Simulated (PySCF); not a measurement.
Cartesian coordinates in Å; atom numbers follow the order of the lines, from 1:
```xyz
17

Al   -0.1315   -0.1291   -0.0642
C     1.8166   -0.2737    0.1622
C     2.4240   -1.6670    0.0012
H     2.0732    0.1467    1.1530
H     2.2811    0.4308   -0.5547
H     3.5197   -1.6695    0.1275
H     2.0183   -2.3791    0.7387
H     2.2194   -2.0911   -0.9960
C    -1.1395    1.5219    0.2389
C    -2.6416    1.4698   -0.0397
H    -0.6625    2.3218   -0.3594
H    -0.9532    1.8277    1.2869
H    -3.1400    2.4315    0.1685
H    -2.8522    1.2149   -1.0902
H    -3.1430    0.7031    0.5714
O    -1.0411   -1.4954   -0.5544
H    -0.6762   -2.3640   -0.7294
```

Computed data (PySCF 2.14): σ from GIAO-B3LYP/pcSseg-1 (pcSseg-2 on Al), geometry from PBE0-D3(BJ)/def2-SVP. No solvent, equivalent nuclei averaged, no relativistic terms, one computed conformer.

Scale: ¹³C (σ = 179.24 ppm) and ¹H (σ = 31.38 ppm) against TMS; ²⁷Al (σ = 571.15 ppm) vs [Al(H2O)6]3+; ¹⁷O (σ = 334.04 ppm) vs H2O (reference shieldings calculated alike).

| atoms | nucleus | count | δ (ppm) |
| --- | --- | --- | --- |
| H17 | ¹H | 1 | 2.70 |
| C3/C10 | ¹³C | 2 | ? |
| H6/H7/H8/H13/H14/H15 | ¹H | 6 | 1.08 |
| Al1 | ²⁷Al | 1 | 235.6 |
| O16 | ¹⁷O | 1 | ? |
| H4/H5/H11/H12 | ¹H | 4 | 0.09 |
| C2/C9 | ¹³C | 2 | 3.0 |

Q: Complete the table.

A: 
- C3/C10: 10.7 ppm, carbon bonded to C, 3 H
- O16: 69.2 ppm, oxygen bonded to Al, H

OH/NH shifts are gas-phase values; hydrogen bonding in solution moves them, usually downfield. Shifts are as computed, not scaled to solution data. Of 1309 compounds with measured shifts, 239 miss one by over three times the rms of a fit or turn the order of signals round; such compounds aren't used in these exercises. Experimental scales use liquid or dissolved standards, which lie at an offset from isolated H2O (liquid H2O: subtract about 36 ppm).
